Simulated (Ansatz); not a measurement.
Reaction (hydrogen abstraction from a B–H bond): `CBCC` + H• → `C[B]CC`• + H₂

Gas-phase electronic energies from Ansatz, PBE0-D4/def2-TZVP geometries. CCSD(T)/CBS adds triple-zeta CCSD(T) − MP2 to the extrapolated MP2 energy (def2 sets, frozen cores). This one scheme is used for every species, atoms too. No spin–orbit coupling; open shells (•) take unrestricted orbitals. Each species was taken in one conformer, which may not be the lowest.

```json
{"species": "`CBCC`", "CCSD(T)/CBS(def2) energy (Eh)": "-144.37049"}
{"species": "H•", "CCSD(T)/CBS(def2) energy (Eh)": "-0.50000"}
{"species": "`C[B]CC`•", "CCSD(T)/CBS(def2) energy (Eh)": "-143.69564"}
{"species": "H₂", "CCSD(T)/CBS(def2) energy (Eh)": "-1.17544"}
```

Problem. Work out ΔE.

Solution. ΔE = (-143.69564) + (-1.17544) − (-144.37049) − (-0.50000) = -0.00059 Eh = -0.02 eV.

Largest T1 diagnostic among the species: 0.011.

At CCSD(T), def2-SVP lies +0.11 eV from the extrapolated value and def2-TZVPP +0.01 eV. From PBE to PBE0 (25 % exact exchange), in def2-TZVPP and without D4, ΔE moves by +0.05 eV.
